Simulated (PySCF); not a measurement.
# `C=[CH][Ge]([CH3])([CH3])[CH]=C`, C6H12Ge

Geometry:
```csv
atom,x (Å),y (Å),z (Å)
Ge1,-0.390,-0.022,-0.265
C2,-0.406,-0.075,1.704
C3,0.563,-0.577,2.450
H4,-1.288,0.323,2.191
H5,1.458,-0.985,2.005
H6,0.515,-0.607,3.529
C7,1.459,-0.006,-0.946
C8,2.457,0.646,-0.375
H9,1.649,-0.560,-1.857
H10,2.311,1.212,0.532
H11,3.460,0.650,-0.779
C12,-1.355,1.615,-0.856
H13,-1.441,1.639,-1.939
H14,-0.825,2.509,-0.538
H15,-2.356,1.642,-0.434
C16,-1.319,-1.620,-0.999
H17,-2.362,-1.632,-0.696
H18,-0.852,-2.534,-0.643
H19,-1.281,-1.618,-2.085
```

Computed with PySCF, GIAO PBE0/def2-SVP magnetisability, rotational g tensor and spin-rotation constants, non-relativistic, gas phase. Geometry: GFN2-xTB.

The calculation is non-relativistic, which matters for the atoms heavier than Zn.

(1) Give the nuclear spin-rotation constants along the inertial axes (H = +C I·J) beside the isotropic shieldings.

## Answers

(1) Rotational constants 1.9251, 1.6605, 1.3065 GHz. A star marks the isotopologue with that one atom substituted, in its own axes.
```
atom  isotope  Caa (kHz)  Cbb (kHz)  Ccc (kHz)  mean (kHz)  σ (ppm)
  H4       1H     -0.137     -0.013     -0.035      -0.062     25.3
  H5       1H     -0.123     -0.035     -0.036      -0.065     25.8
  H6       1H     -0.100      0.061     -0.122      -0.054     25.5
  H9       1H     -0.160     -0.049      0.007      -0.067     25.4
 H10       1H     -0.148     -0.067      0.004      -0.070     25.8
 H11       1H     -0.087      0.039     -0.113      -0.053     25.4
 H13       1H     -0.119     -0.078     -0.142      -0.113     31.5
 H14       1H     -0.139     -0.180     -0.048      -0.123     31.6
 H15       1H     -0.146     -0.070     -0.132      -0.116     31.6
 H17       1H     -0.113     -0.086     -0.141      -0.113     31.5
 H18       1H     -0.157     -0.179     -0.038      -0.125     31.6
 H19       1H     -0.146     -0.062     -0.138      -0.115     31.6
 Ge1    73Ge*     -0.507     -0.450     -0.353      -0.437   1496.1
  C2     13C*      0.586      0.622      0.320       0.509     58.8
  C3     13C*      0.561      0.611      0.301       0.491     64.7
 C12     13C*      0.196      0.165      0.134       0.165    194.4
```
For the geometry as given, no vibrational averaging.
